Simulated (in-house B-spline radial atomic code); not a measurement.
# Mn⁸⁺: [Ne] 3s2 3p(2 up, 3 down)

Computed with an all-electron radial atomic-structure program (B-spline basis): non-relativistic Hartree-Fock with fractional occupations, spin-polarised, spherical fractional occupations, point nucleus.

Screening seen three ways: the hydrogenic charge with the same mean radius, Z_r = [3n² - l(l+1)]/(2<r>), the one with the same energy, Z_e = n√(-2ε), and Slater's rules. Values are occupation-weighted means over spin.

| shell | electrons | ε (eV) | <r> (bohr) | Z_r | Z_e | Slater |
| --- | --- | --- | --- | --- | --- | --- |
| 1s | 2 | -6727.9 | 0.06153 | 24.38 | 22.24 | 24.70 |
| 2s | 2 | -975.84 | 0.2797 | 21.45 | 16.94 | 20.85 |
| 2p | 6 | -858.74 | 0.2465 | 20.29 | 15.89 | 20.85 |
| 3s | 2 | -260.11 | 0.7864 | 17.17 | 13.12 | 14.10 |
| 3p | 5 | -219.15 | 0.8014 | 15.60 | 12.04 | 14.10 |

The least bound orbital is 3p up at -211.7 eV, and it is also the most diffuse (<r> = 0.8074 bohr).

Caution: exact exchange at fractional occupations of open shells leaves self-interaction of up to several eV.
